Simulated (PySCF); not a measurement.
C3H7O2, SMILES COCC[O], multiplicity 2. The structure is a stationary point at PBE-D3(BJ)/def2-SVP. The isomer is the one that the SMILES or the coordinates give; other isomers of the formula were not compared. The values are those of a single conformer.

Calculation: PBE-D3(BJ)/def2-SVP in PySCF.

Harmonic wavenumbers (cm⁻¹): 97, 130, 163, 294, 358, 453, 612, 775, 939, 994, 1082, 1119, 1122, 1180, 1219, 1242, 1250, 1295, 1401, 1402, 1418, 1428, 1446, 2748, 2827, 2908, 2951, 2977, 3070, 3079. Rotational constants (GHz): 14.70, 2.575, 2.411; symmetry number 1.

Question: Work out the zero-point energy and the ideal-gas rigid-rotor harmonic-oscillator thermochemistry at 298.15 K and 1 atm.

Answer: ZPE = ½ Σ hcν = ½ × 41980 cm⁻¹ = 60.01 kcal/mol. H − E(el) = 64.63 kcal/mol. Entropy in cal/(mol K): translation 38.86, rotation 25.67, vibration 13.66, spin 1.38, total 79.57. G − E(el) = 40.91 kcal/mol. Cp = 23.08 cal/(mol K). Modes under 150 cm⁻¹ make the vibrational entropy uncertain.
